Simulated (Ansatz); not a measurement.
Reactions of Cl3In (`[Cl][In]([Cl])[Cl]`).

Program: Ansatz. Geometries: PBE0-D4/def2-TZVP. ΔE: electronic, gas phase. CCSD(T)/CBS is the MP2 limit (def2-TZVPP, def2-QZVPP) plus CCSD(T) − MP2 in def2-TZVPP, frozen cores. This one scheme is used for every species. Functionals use def2-TZVPP. B3LYP here is the variant with VWN-RPA as its local correlation; programs differ in this. Elements past krypton have def2 core potentials. For Ga, I, In, Se, Zn outer-core shells are correlated without core-valence functions, which leaves a few kJ/mol of doubt a bond. Scalar relativity is left out up to krypton. One conformer a species, not always the lowest.

```json
{"reaction": "`[Cl][In]([Cl])[Cl]` + `[CH3][Zn][N](C)C` → `[CH3][In]([Cl])[Cl]` + `C[N](C)[Zn][Cl]`", "CCSD(T)/CBS(def2) (kJ/mol)": "?"}
{"reaction": "`[Cl][In]([Cl])[Cl]` + `N=C=O` → `O=C=[N][In]([Cl])[Cl]` + HCl", "CCSD(T)/CBS(def2) (kJ/mol)": "?"}
{"reaction": "`[Cl][In]([Cl])[Cl]` + `ClB(Cl)I` → `[Cl][In]([Cl])[I]` + boron trichloride", "CCSD(T)/CBS(def2) (kJ/mol)": "-59"}
{"reaction": "`[Cl][In]([Cl])[Cl]` + `CNC(C)=O` → `C[NH][In]([Cl])[Cl]` + `CC(=O)Cl`", "CCSD(T)/CBS(def2) (kJ/mol)": "148"}
{"reaction": "`[Cl][In]([Cl])[Cl]` + `C=CCCl` → `C=[CH][In]([Cl])[Cl]` + `ClCCl`", "CCSD(T)/CBS(def2) (kJ/mol)": "152"}
{"reaction": "`[Cl][In]([Cl])[Cl]` + `C[O][Ga]([OH])[OH]` → `C[O][In]([Cl])[Cl]` + `[OH][Ga]([OH])[Cl]`", "CCSD(T)/CBS(def2) (kJ/mol)": "22"}
{"reaction": "`[Cl][In]([Cl])[Cl]` + `C=CC(F)F` → `C=[CH][In]([Cl])[Cl]` + `FC(F)Cl`", "CCSD(T)/CBS(def2) (kJ/mol)": "144"}
{"reaction": "`[Cl][In]([Cl])[Cl]` + `CN([SiH3])[SiH3]` → `[SiH3][N]([SiH3])[In]([Cl])[Cl]` + `CCl`", "CCSD(T)/CBS(def2) (kJ/mol)": "55"}
{"reaction": "`[Cl][In]([Cl])[Cl]` + `NB(O)[SeH]` → `[Cl][In]([Cl])[SeH]` + `NB(O)Cl`", "CCSD(T)/CBS(def2) (kJ/mol)": "?"}
{"reaction": "`[Cl][In]([Cl])[Cl]` + H–F → `[F][In]([Cl])[Cl]` + HCl", "CCSD(T)/CBS(def2) (kJ/mol)": "63"}
```

Question: Fill in the missing values. (Best estimate.)

Answer: Ansatz gave: `[Cl][In]([Cl])[Cl]` + `[CH3][Zn][N](C)C` → `[CH3][In]([Cl])[Cl]` + `C[N](C)[Zn][Cl]`: -43.8 kJ/mol; `[Cl][In]([Cl])[Cl]` + `N=C=O` → `O=C=[N][In]([Cl])[Cl]` + HCl: +49.5 kJ/mol; `[Cl][In]([Cl])[Cl]` + `NB(O)[SeH]` → `[Cl][In]([Cl])[SeH]` + `NB(O)Cl`: -54.6 kJ/mol.

Largest T1 diagnostic: 0.018, for `N=C=O`.
